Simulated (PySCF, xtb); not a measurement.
C₂H₉ClOSi₂, SMILES OCC[Si@H]([SiH3])Cl.

GFN2-xTB in xtb at its own geometry gives an orbital gap of 4.32 eV and a dipole moment of 3.29 D.

Coordinates come from a PBE0-D3(BJ)/def2-SVP optimisation. The structure was generated by enumeration; whether it is a known compound was not checked. The values are those of a single conformer.

Task: What does PBE0/def2-TZVP (PySCF) give? (The exact figures need the calculation; the answer reports its results.)

Result: gap 7.60 eV (levels -7.64 and -0.04 eV), dipole 3.30 D.
